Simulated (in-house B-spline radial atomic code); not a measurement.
# Ionising the strontium ion Sr⁵⁺ with different functionals

Computed with a B-spline radial code for spherical atoms: four-component Dirac-Coulomb Hamiltonian, Fermi nucleus of rms radius 4.224 fm, spin-restricted, spherical fractional occupations for the functionals, and exact exchange of hybrids averaged over the configuration. The ionisation energy is the difference of two self-consistent energies, [Ar] 3d10 4s2 4p3 → [Ar] 3d10 4s2 4p2, without Breit or QED terms; ε is the level of the shell that loses the electron (mean over j). The electron is taken from both j subshells in proportion to 2j + 1, so the result is a j average, not the step between ground levels.

| method | rung | ΔSCF (eV) | -ε(4p) (eV) |
| --- | --- | --- | --- |
| PBE0 | global hybrid | ? | ? |
| wB97X | range-separated hybrid | 87.46 | 84.37 |
| CAM-B3LYP | range-separated hybrid | 87.74 | 83.47 |
| LC-wPBE | range-separated hybrid | ? | ? |

**Question.** What does LC-wPBE give?

**Answer.** ΔSCF 87.74 eV, and -ε(4p) = 84.93 eV.

**Question.** What does PBE0 give?

**Answer.** ΔSCF 87.65 eV, and -ε(4p) = 81.90 eV.

**Question.** Among the functionals, which spreads more, the ΔSCF values or the orbital energies?

**Answer.** The orbital energies: ΔSCF values span about 0.28 eV and the orbital energies 3.03 eV; here energy differences depend much less on the functional than eigenvalues do.

**Question.** How do they compare with the NIST value?

**Answer.** NIST lists 88 eV ± 2 (tabulated theory, ground level to ground level). Errors run from -0.54 to -0.26 eV; all lie within about twice that uncertainty, so the table can't rank the methods.
